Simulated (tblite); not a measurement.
C4H13GeNSi.
Atom-mapped SMILES: `[SiH3:1][N:2]([GeH3:3])[CH:4]1[CH2:5][CH2:6][CH2:7]1` (hydrogens: H8, H9, H10 on Si1; H11, H12, H13 on Ge3; H14 on C4; H15, H16 on C5; H17, H18 on C6; H19, H20 on C7)

Computed with GFN2-xTB (tblite), gas phase: L-BFGS steps from a force-field or distance-geometry start until the largest atomic force falls under 0.01 eV/Å.

Step 13: E = -592.6198 eV
```
atom  x, y, z in Å  |  force x, y, z in eV/Å
Si1     0.8260    1.5206    1.1205   -0.072  -0.228  -0.115
N2      0.7903   -0.1548    0.6638    0.050  -0.098  -0.244
Ge3     2.3399   -0.8427   -0.1040   -0.142   0.006   0.166
C4     -0.3857   -0.8297    0.1339    0.148  -0.093  -0.032
C5     -0.7654   -0.4090   -1.3096    0.299  -0.061  -0.001
C6     -1.9032    0.4351   -0.7277    0.111  -0.033  -0.178
C7     -1.7763   -0.3409    0.5824    0.167  -0.056   0.080
H8     -0.1407    1.7502    2.1893   -0.095   0.017  -0.016
H9      0.6059    2.4140   -0.0269   -0.017   0.107   0.049
H10     2.1755    1.7080    1.6342    0.107   0.080   0.061
H11     2.1977   -0.8998   -1.6012    0.077  -0.007   0.008
H12     2.5334   -2.2550    0.3854   -0.077   0.058   0.008
H13     3.5023    0.0194    0.2791   -0.060  -0.078  -0.012
H14    -0.2145   -1.9094    0.2785   -0.071   0.098  -0.085
H15     0.0251    0.1502   -1.8175   -0.134  -0.042  -0.062
H16    -1.0844   -1.2444   -1.9406   -0.006   0.169   0.167
H17    -1.5808    1.4667   -0.6191   -0.191   0.088   0.007
H18    -2.8539    0.3876   -1.2519   -0.077   0.027   0.056
H19    -2.4812   -1.1700    0.6169    0.031  -0.015   0.100
H20    -1.8151    0.2147    1.5116   -0.046   0.060   0.044
```

Step 14: E = -592.6338 eV
```
atom  x, y, z in Å  |  force x, y, z in eV/Å
Si1     0.8204    1.5207    1.1109   -0.039  -0.180  -0.008
N2      0.8018   -0.1522    0.6456    0.003  -0.075  -0.199
Ge3     2.3481   -0.8495   -0.1114   -0.163   0.031   0.169
C4     -0.3785   -0.8272    0.1304    0.015  -0.081  -0.013
C5     -0.7669   -0.4063   -1.3081    0.201  -0.050  -0.023
C6     -1.9103    0.4331   -0.7273    0.142  -0.056  -0.102
C7     -1.7675   -0.3376    0.5870    0.083  -0.020   0.031
H8     -0.1572    1.7312    2.1804   -0.033   0.013  -0.080
H9      0.6049    2.4383   -0.0196   -0.024   0.061   0.046
H10     2.1648    1.7143    1.6420    0.074   0.065   0.035
H11     2.2307   -0.9153   -1.6088    0.050   0.000  -0.010
H12     2.5189   -2.2529    0.3941   -0.060  -0.020   0.014
H13     3.5093    0.0008    0.2838   -0.016  -0.029   0.000
H14    -0.2225   -1.9089    0.2765    0.008   0.112  -0.085
H15     0.0184    0.1566   -1.8125   -0.055   0.015  -0.125
H16    -1.0829   -1.2378   -1.9411   -0.024   0.091   0.116
H17    -1.5866    1.4651   -0.6159   -0.245   0.074  -0.042
H18    -2.8702    0.3765   -1.2412    0.065   0.055   0.091
H19    -2.4722   -1.1683    0.6222    0.063   0.007   0.152
H20    -1.8077    0.2299    1.5099   -0.044  -0.011   0.031
```

**Question.** Estimate the geometry and energy of step 15. (The exact step hangs on the optimiser's Hessian estimate; all steps are aligned on step 14, rigid shifts and turns removed.)

**Answer.** E = -592.6429 eV, largest force 0.256 eV/Å
```
atom  x, y, z in Å  |  force x, y, z in eV/Å
Si1     0.8165    1.5175    1.1046    0.014  -0.079   0.060
N2      0.8090   -0.1515    0.6300   -0.034  -0.023  -0.098
Ge3     2.3504   -0.8533   -0.1131   -0.103   0.018   0.093
C4     -0.3734   -0.8267    0.1277   -0.068  -0.028  -0.010
C5     -0.7644   -0.4055   -1.3071    0.058  -0.002  -0.034
C6     -1.9120    0.4307   -0.7286    0.111  -0.041   0.006
C7     -1.7604   -0.3359    0.5902    0.009   0.015  -0.015
H8     -0.1685    1.7194    2.1735    0.010   0.003  -0.118
H9      0.6038    2.4545   -0.0140   -0.023   0.008   0.064
H10     2.1594    1.7194    1.6476    0.011   0.041   0.002
H11     2.2527   -0.9253   -1.6130    0.032   0.004   0.007
H12     2.5086   -2.2514    0.3996   -0.053  -0.076   0.025
H13     3.5132   -0.0118    0.2867    0.006   0.003   0.015
H14    -0.2269   -1.9071    0.2740    0.062   0.050  -0.075
H15     0.0134    0.1612   -1.8119    0.031   0.054  -0.161
H16    -1.0823   -1.2320   -1.9397   -0.037  -0.007   0.046
H17    -1.5951    1.4655   -0.6152   -0.241   0.051  -0.069
H18    -2.8794    0.3710   -1.2329    0.155   0.041   0.092
H19    -2.4657   -1.1669    0.6289    0.086   0.020   0.163
H20    -1.8042    0.2389    1.5097   -0.024  -0.052   0.007
```

The energy changes by -0.0091 eV. The first-order estimate −F·Δx gives -0.0130 eV and the mean of the old and new forces, exact on a quadratic surface, -0.0091 eV. The step makes an angle of 68° with the force vector and moves no atom by more than 0.025 Å.

The cost below is that of the whole relaxation. Hardware: one thread, Intel Xeon at 2.50 GHz (x86_64) (shared host). Cost: 3.6 s wall, 2.0 s CPU.
